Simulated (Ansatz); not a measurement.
Coupled-cluster run, C6H16Sn (`C[CH](C)[SnH2][CH](C)C`).

```yaml
crystal:
  periodic: [false, false, false]
  atoms:
    - {symbol: C, position_ang: [-1.133596, -2.622848, 1.002271]}
    - {symbol: C, position_ang: [-0.687032, -1.470322, 0.115166]}
    - {symbol: C, position_ang: [0.503032, -1.857714, -0.750295]}
    - {symbol: Sn, position_ang: [-0.263599, 0.290760, 1.305592]}
    - {symbol: C, position_ang: [0.278540, 1.985427, 0.064853]}
    - {symbol: C, position_ang: [-0.666771, 2.104492, -1.121984]}
    - {symbol: C, position_ang: [1.733883, 1.923591, -0.374621]}
    - {symbol: H, position_ang: [-1.382387, -3.504882, 0.399357]}
    - {symbol: H, position_ang: [-2.015884, -2.370464, 1.596013]}
    - {symbol: H, position_ang: [-0.342761, -2.922291, 1.697211]}
    - {symbol: H, position_ang: [-1.519921, -1.182660, -0.535741]}
    - {symbol: H, position_ang: [0.276736, -2.750753, -1.345665]}
    - {symbol: H, position_ang: [0.786442, -1.064855, -1.447065]}
    - {symbol: H, position_ang: [1.382482, -2.092443, -0.142397]}
    - {symbol: H, position_ang: [1.024808, -0.077128, 2.383580]}
    - {symbol: H, position_ang: [-1.656680, 0.680499, 2.234567]}
    - {symbol: H, position_ang: [0.143763, 2.859706, 0.710344]}
    - {symbol: H, position_ang: [-0.597302, 1.233504, -1.781293]}
    - {symbol: H, position_ang: [-1.711053, 2.200067, -0.812484]}
    - {symbol: H, position_ang: [-0.422898, 2.985067, -1.728524]}
    - {symbol: H, position_ang: [2.419636, 1.875248, 0.474743]}
    - {symbol: H, position_ang: [1.999404, 2.809334, -0.964563]}
    - {symbol: H, position_ang: [1.930659, 1.050666, -1.004262]}
basis:
  gaussian: {orbitals: def2-TZVPP}
correlation: {method: ccsd_t}
```

```sh
$ ansatz run in.yaml --threads 6 --pin off --events-out ev --progress --plain --backend cuda
```

The program prints (abridged):

```
Functional definition: HF
2810 factors; integrals over basis functions are off by at most 8.9e-4 eV
mean field evaluation 1: about -12236.1414 eV, gradient 4.9e1 eV
mean field evaluation 2: about -12236.4480 eV, gradient 4.9e1 eV
mean field evaluation 4: about -12243.1288 eV, gradient 5.7e0 eV
mean field evaluation 8: about -12243.2411 eV, gradient 2.7e-1 eV
mean field -12243.24141299 eV, -449.9308231602 hartree, gradient 1.3e-6 eV, S^2 0.000000; 0 other end points of the search recorded, 0 dependent functions left out
10 core orbitals not correlated: weight in the atoms' cores, before any rotation towards them, 1.000 or more for the frozen orbitals, at most 0.000 for the correlated occupied ones
reference -12243.24141299 eV, -449.9308231602 hartree; 27, 27 occupied and 423, 423 virtual orbitals, 2810 factors
second order -38.48128889 eV of doubles, -0.00000000 eV of singles
cycle   1  -39.30207490 eV  change   -8.2e-1 eV  update   1.3e-1
cycle   2  -40.27231713 eV  change   -9.7e-1 eV  update   3.5e-2
cycle   3  -40.41626983 eV  change   -1.4e-1 eV  update   1.5e-2
cycle   4  -40.40623605 eV  change    1.0e-2 eV  update   3.6e-3
cycle   5  -40.40562499 eV  change    6.1e-4 eV  update   1.5e-3
cycle   6  -40.40581586 eV  change   -1.9e-4 eV  update   4.3e-4
cycle   7  -40.40557153 eV  change    2.4e-4 eV  update   1.6e-4
cycle   8  -40.40556343 eV  change    8.1e-6 eV  update   5.4e-5
perturbative correction -1.52197949 eV, -0.0559317145 hartree
Total energy: -12285.16895590 eV, -451.4716319429 hartree
```

It took 41 s on 6 threads of an AMD EPYC 7R13 on a shared host and a share of an NVIDIA H100 80 GB, with 0.93 GiB of host memory at the peak.

Correlation energy per correlated electron: -0.776 eV. T1 diagnostic: 0.0106.
